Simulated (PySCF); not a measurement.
# Ionisation energy of Rb by level of theory

Rb [Kr] 5s1 (2S) → Rb⁺ [Kr] (1S), as a difference of total energies. All numbers are calculated (PySCF 2.14, the spin-free X2C one-electron Hamiltonian (Gaussian nucleus), in ANO-RCC-VTZP). Correlated levels: valence and next inner shell: [Ar] 3d10 frozen. The calculations carry no spin-orbit coupling.

```tsv
method	ionisation energy (eV)
UHF	3.802
MP2 (valence and next inner shell)	4.093
SCS-MP2 (valence and next inner shell)	4.031
CCSD (valence and next inner shell)	4.080
CCSD(T) (valence and next inner shell)	4.101
CCSDT (valence and next inner shell)	4.101
```

**Question.** How much does correlation contribute at CCSD(T) (valence and next inner shell)?

**Answer.** 4.101 − (3.802) = 0.299 eV, measured against UHF.

Errors of the correlated levels include the incompleteness of this basis and the frozen core.

For comparison: 4.177 eV (measured; NIST Atomic Spectra Database, ionization energies).
